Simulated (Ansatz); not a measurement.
A nudged elastic band was laid between two geometries of a periodic cell of 19 atoms, LiC$_{18}$ (surface graphene monolayer, adsorbate Li).

These are results of Ansatz, DFT PBE, scalar-relativistic, plane waves, PAW, not measurements. Settings: cutoff 420 eV, k mesh 2x2x1, gaussian smearing 0.05 eV, spin collinear.

```
movable images  : 5
climbing image  : yes
spring          : 2.0 eV/Å²
optimiser       : lbfgs
start path      : IDPP
force threshold : 0.05 eV/Å
iteration limit : 72
end points      : relaxed
```

First end point:

```xyz
19
Lattice="7.3980 0.0000 0.0000 -3.6990 6.4069 0.0000 0.0000 0.0000 12.0000" Properties=species:S:1:pos:R:3
C -0.066 -0.034 1.015
C 1.173 0.682 1.015
C -1.293 2.099 1.026
C -0.060 2.810 1.026
C -2.526 4.227 1.014
C -1.287 4.943 1.015
C 2.412 -0.033 1.016
C 3.645 0.678 1.027
C 1.173 2.105 1.027
C 2.406 2.810 1.026
C -0.054 4.231 1.027
C 1.173 4.946 1.026
C 4.872 -0.037 1.026
C 6.100 0.678 1.027
C 3.639 2.099 1.026
C 4.872 2.804 1.027
C 2.401 4.231 1.026
C 3.633 4.942 1.014
Li 4.869 5.656 2.682
```

Last end point:

Only the atoms that move by more than 0.05 Å are listed.
```
Li19 7.335 5.656 2.682
```

(1) Which bonds break or form, and what moves?

(2) What energy profile does the band end with?

(3) What is the geometry of the highest image?

## Answers

(1) Contacts lost: C1–Li19, C2–Li19, C5–Li19, C18–Li19. Contacts made: C8–Li19, C11–Li19, C12–Li19, C13–Li19. The atom that moves furthest is Li19, by 2.47 Å; four of its nearest neighbours are C18 2.20, C5 2.20, C1 2.20, C6 2.20 Å at the first end and C6 2.20, C11 2.20, C7 2.20, C12 2.20 Å at the last.

(2) It converged. The highest image is number 3 of 0 to 6, 0.36 eV above the ends, which have the same energy within 2 meV. By the program's own check the climbing image is of a kind that is not told: the force calls were inconclusive, a negative curvature could not be distinguished from the path's own, the only one lies far off the path, or fixed occupations may fill a level only in part (lowest curvatures found: -0.88 and 0.16 eV/Å²). Limits of this set-up: slab without dipole correction.

```tsv
image	path coordinate (Å)	energy (eV)	C1–Li19 (Å)	C2–Li19 (Å)	C5–Li19 (Å)
0	0.00	0.00	2.20	2.20	2.20
1	0.42	0.11	2.51	2.34	2.24
2	0.83	0.29	2.87	2.55	2.37
3	1.24	0.36	3.22	2.76	2.57
4	1.65	0.29	3.52	2.94	2.79
5	2.07	0.11	3.81	3.11	3.02
6	2.49	0.00	4.11	3.30	3.30
```

(3) 
```xyz
19
Lattice="7.3980 0.0000 0.0000 -3.6990 6.4069 0.0000 0.0000 0.0000 12.0000" Properties=species:S:1:pos:R:3:forces:R:3
C -0.063 -0.027 1.021 0.01 -0.03 0.00
C 1.169 0.687 1.013 -0.01 0.00 0.00
C -1.293 2.107 1.018 0.00 0.01 0.02
C -0.060 2.817 1.024 0.00 -0.01 -0.01
C -2.530 4.241 1.004 0.00 -0.01 -0.01
C -1.293 4.951 0.936 0.00 0.02 -0.03
C 2.406 -0.023 0.966 0.00 -0.03 -0.04
C 3.643 0.687 1.013 0.01 0.00 0.00
C 1.173 2.110 1.026 0.00 0.01 0.01
C 2.406 2.820 1.020 0.00 -0.01 0.03
C -0.056 4.241 1.004 0.00 -0.01 -0.01
C 1.177 4.956 1.023 -0.01 0.03 0.00
C 4.875 -0.027 1.021 -0.01 -0.03 0.00
C 6.105 0.685 1.023 0.00 0.02 0.02
C 3.639 2.110 1.026 0.00 0.01 0.01
C 4.872 2.817 1.024 0.00 -0.01 -0.01
C 2.406 4.243 1.028 0.00 -0.03 0.02
C 3.636 4.956 1.023 0.01 0.03 0.00
Li 6.103 5.484 2.879 0.00 0.03 0.00
```

Run time: 4.5 min on 2 threads of AMD EPYC 7B13 (Zen 3) (shared host), peak memory 1.9 GiB.
